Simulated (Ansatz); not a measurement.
# SnS (SMILES [S][Sn]): the vertical ionisation energy from total energies

The species is SnS (2 atoms), meant as a singlet with charge 0. SMILES: `[S][Sn]`. The bond length is the measured one.

```jsonl
{"atom": "S", "x (Å)": "0.0000", "y (Å)": "0.0000", "z (Å)": "0.0000"}
{"atom": "Sn", "x (Å)": "0.0000", "y (Å)": "0.0000", "z (Å)": "2.2090"}
```

Both states at this one shape; open shells run unrestricted unless said. 1 Eh = 27.2114 eV.

| level | program | singlet SnS (Eh) | doublet SnS+ (Eh) |
| --- | --- | --- | --- |
| HF/def2-SVP (core potential) | Ansatz | -610.791109 | -610.495932 |
| HF/def2-TZVPP (core potential) | Ansatz | -610.937498 | -610.644601 |
| CCSD/x2c-SVPall (sfX2C), 23 core orbitals frozen | Ansatz | -6571.966989 | -6571.634190 |

Work out the vertical ionisation energy at each level.


1. HF/def2-SVP (core potential): -610.495932 − (-610.791109) = 0.295177 Eh = 8.03 eV.
2. HF/def2-TZVPP (core potential): -610.644601 − (-610.937498) = 0.292897 Eh = 7.97 eV.
3. CCSD/x2c-SVPall (sfX2C): -6571.634190 − (-6571.966989) = 0.332799 Eh = 9.06 eV.

No measured value is set beside it here; the levels span 7.97 to 9.06 eV. Hartree–Fock favours the state with fewer electron pairs, since it lacks pair correlation. Spin-orbit coupling, which splits open shells on such heavy atoms by tenths of an eV, is left out.
